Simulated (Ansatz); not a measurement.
Relaxation of AlBrCl$_{2}$H$_{3}$N (8 atoms, charge 0, multiplicity 1), to a largest force component of 0.03 eV/Å in at most 50 steps.

Computed with Ansatz, RKS PBE/def2-SVP.

```xyz
8
Properties=species:S:1:pos:R:3:forces:R:3
Al -0.012 -0.162 0.149 -0.02 0.11 1.50
N -0.016 -0.169 2.022 -0.04 0.31 -1.39
H -0.800 -0.554 2.557 0.01 -0.01 -0.02
H 0.858 -0.251 2.552 -0.04 0.02 -0.02
Cl 1.817 0.152 -0.834 0.00 -0.01 -0.02
Cl -1.785 -0.626 -0.874 0.00 0.00 -0.01
Br -0.759 3.245 1.067 0.21 -0.92 0.58
H -0.482 2.030 1.934 -0.11 0.50 -0.62
```

Question: Where does it end, and by what steps?

Answer: The forces met the threshold. After 12 steps the energy has fallen by 2.168 eV; H8 moved furthest, 1.29 Å. Parted: Br7–H8 (1.52 → 3.12 Å). Joined: Al1–Br7 (3.61 → 2.29 Å), N2–H8 (2.25 → 1.03 Å).

| step | energy less start (eV) | largest force component (eV/Å) | accepted |
| --- | --- | --- | --- |
| 0 | 0.0000 | 1.498 | yes |
| 1 | -0.1767 | 0.444 | yes |
| 2 | -0.2962 | 1.003 | yes |
| 3 | -0.5211 | 1.637 | yes |
| 4 | -0.8042 | 1.956 | yes |
| 5 | -1.1627 | 2.081 | yes |
| 6 | -1.7348 | 1.104 | yes |
| 7 | -2.0057 | 0.747 | yes |
| 8 | -2.0768 | 1.625 | yes |
| 9 | -2.1349 | 0.471 | yes |
| 10 | -2.1572 | 0.277 | yes |
| 11 | -2.1672 | 0.070 | yes |
| 12 | -2.1680 | 0.011 | yes |

```xyz
8
Properties=species:S:1:pos:R:3
Al -0.192 0.697 0.100
N -0.095 0.180 2.066
H -0.794 -0.546 2.286
H 0.839 -0.193 2.298
Cl 1.779 0.178 -0.541
Cl -1.771 -0.581 -0.564
Br -0.672 2.935 0.255
H -0.275 0.995 2.672
```

Whether the end is a true minimum wasn't checked by a vibrational analysis.

Run time: 42 s on 4 threads of AMD EPYC 7571 (shared host), peak memory 0.2 GiB.
